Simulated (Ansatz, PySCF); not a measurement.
Stretching the B1–H2 bond in CH5BSe (SMILES CB[SeH]) (multiplicity 1 held, fragments rigid). Energies count from the point at 1.189 Å.
Geometry at that point (charge 0, multiplicity 1):
```xyz
8

B     -0.1528    -0.5534     1.0626
H     -1.1320    -0.5894     1.7355
C      1.1691    -1.2645     1.4816
H      0.9786    -2.3331     1.6320
H      1.4936    -0.8885     2.4585
H      2.0000    -1.1608     0.7826
Se    -0.2340     0.4253    -0.5976
H     -1.6347     0.8649    -0.4932
```

Unrestricted levels (U-) break spin symmetry where that is lower. Active spaces are followed from a long bond inwards. Curves can end on different states.

Correlated levels freeze the cores. Filled d and f shells under p-block atoms count as core. Rows in 3-21G, LANL2DZ carry no dispersion term and start afresh at each structure; the Pople sets are all-electron and without relativity. LANL2DZ brings its own core potentials from Na on.

Codes used: Ansatz (a program for electronic structure); PySCF for 3-21G rows, LANL2DZ rows. Values without a source in brackets are computed.

Other levels give for the energy at R = 3.804 Å: U-PBE/cc-pVTZ 433.9; U-B3LYP/cc-pVTZ 449.0; U-wB97X-V/cc-pVTZ 458.0; FIC-MRCISD+Q on CASSCF(2,2)/cc-pVTZ 448.9 kJ/mol.

Task: What do these common cheap choices give for the same quantity: R-HF/3-21G, U-HF/LANL2DZ, R-B3LYP/LANL2DZ, U-B3LYP/LANL2DZ?

Result: R-HF/3-21G 762.0; U-HF/LANL2DZ 363.9; R-B3LYP/LANL2DZ 585.8; U-B3LYP/LANL2DZ 453.8 kJ/mol. They span 363.9 to 762.0 kJ/mol.

Doubts at one or more of the structures used: a restricted determinant that unrestricted orbitals would lower (R-HF/3-21G); a spin-contaminated determinant (U-HF/LANL2DZ, U-B3LYP/LANL2DZ, U-PBE/cc-pVTZ, U-B3LYP/cc-pVTZ, U-wB97X-V/cc-pVTZ).
